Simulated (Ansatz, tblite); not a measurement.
Removing and adding an electron: B(NHMe2)Cl3 (C2H7BCl3N). Total charge 0; singlet. Geometry: PBE-D4/def2-SVP. Ansatz, gas phase; energy differences of separate SCF runs; the oxidised species was run as a doublet alone; the reduced species was run as a doublet alone.

```xyz
14

B     1.492    0.046   -0.274
N    -0.030   -0.046    0.369
C    -0.799   -1.232   -0.100
C    -0.819    1.207    0.201
H     0.167   -0.168    1.377
H    -0.206   -2.140    0.105
H    -0.943   -1.134   -1.191
H    -1.778   -1.276    0.415
H    -1.796    1.110    0.712
H    -0.238    2.047    0.618
H    -0.966    1.373   -0.882
Cl    2.323   -1.539    0.181
Cl    2.300    1.481    0.560
Cl    1.291    0.272   -2.089
```

The xTB rows come from tblite. Correlated methods freeze 19 core orbitals. The rows differ in basis, and correlated rows in double-zeta sets carry the largest basis error. In CCSD on the charge 1 doublet the largest single amplitude is 0.43, so its Hartree–Fock determinant may place the open shell otherwise than the density functionals do.

Question: Estimate orbital energies and vertical ionisation energies and electron affinities at: GFN1-xTB; GFN2-xTB; PBE-D4/def2-TZVP; PBE-D4/def2-TZVPD; PBE0-D4/def2-TZVP; PBE0-D4/def2-TZVPD; PBE-QIDH/def2-TZVP; PBE-QIDH/def2-TZVPD; CCSD/def2-SVP; CCSD(T)/def2-SVP.

Answer: 
```json
{"level": "GFN1-xTB", "−HOMO (eV)": "12.36", "vertical IE (eV)": "14.70", "−LUMO (eV)": "5.16", "vertical EA (eV)": "2.68", "HOMO–LUMO gap (eV)": "7.19", "IE − EA (eV)": "12.02", "remarks": "–"}
{"level": "GFN2-xTB", "−HOMO (eV)": "11.28", "vertical IE (eV)": "13.89", "−LUMO (eV)": "2.82", "vertical EA (eV)": "0.35", "HOMO–LUMO gap (eV)": "8.45", "IE − EA (eV)": "13.53", "remarks": "–"}
{"level": "PBE-D4/def2-TZVP", "−HOMO (eV)": "6.54", "vertical IE (eV)": "9.45", "−LUMO (eV)": "0.61", "vertical EA (eV)": "–", "HOMO–LUMO gap (eV)": "5.93", "IE − EA (eV)": "–", "remarks": "–"}
{"level": "PBE-D4/def2-TZVPD", "−HOMO (eV)": "6.62", "vertical IE (eV)": "–", "−LUMO (eV)": "1.07", "vertical EA (eV)": "-0.39", "HOMO–LUMO gap (eV)": "5.55", "IE − EA (eV)": "–", "remarks": "HOMO above zero (-1 doublet)"}
{"level": "PBE0-D4/def2-TZVP", "−HOMO (eV)": "7.94", "vertical IE (eV)": "9.96", "−LUMO (eV)": "-0.23", "vertical EA (eV)": "–", "HOMO–LUMO gap (eV)": "8.17", "IE − EA (eV)": "–", "remarks": "–"}
{"level": "PBE0-D4/def2-TZVPD", "−HOMO (eV)": "7.99", "vertical IE (eV)": "–", "−LUMO (eV)": "0.39", "vertical EA (eV)": "-0.54", "HOMO–LUMO gap (eV)": "7.60", "IE − EA (eV)": "–", "remarks": "HOMO above zero (-1 doublet)"}
{"level": "PBE-QIDH/def2-TZVP", "−HOMO (eV)": "–", "vertical IE (eV)": "10.57", "−LUMO (eV)": "–", "vertical EA (eV)": "–", "HOMO–LUMO gap (eV)": "–", "IE − EA (eV)": "–", "remarks": "–"}
{"level": "PBE-QIDH/def2-TZVPD", "−HOMO (eV)": "–", "vertical IE (eV)": "–", "−LUMO (eV)": "–", "vertical EA (eV)": "-0.69", "HOMO–LUMO gap (eV)": "–", "IE − EA (eV)": "–", "remarks": "–"}
{"level": "CCSD/def2-SVP", "−HOMO (eV)": "–", "vertical IE (eV)": "10.07", "−LUMO (eV)": "–", "vertical EA (eV)": "–", "HOMO–LUMO gap (eV)": "–", "IE − EA (eV)": "–", "remarks": "large T1 (0.058) (+1 doublet)"}
{"level": "CCSD(T)/def2-SVP", "−HOMO (eV)": "–", "vertical IE (eV)": "9.94", "−LUMO (eV)": "–", "vertical EA (eV)": "–", "HOMO–LUMO gap (eV)": "–", "IE − EA (eV)": "–", "remarks": "large T1 (0.058) (+1 doublet)"}
```

Run but left out: HF/def2-SVP, MP2/def2-SVP (charge +1 doublet: a determinant that CCSD turns far, T1 0.058).   A HOMO above zero means that the electron is unbound at that level or that self-interaction error raises the level; the energy of removing that electron tells which. Raw xTB energy differences between charge states are shifted by several eV; the methods need an empirical correction for them. A negative affinity means that the extra electron isn't bound; its size then hangs on the basis.
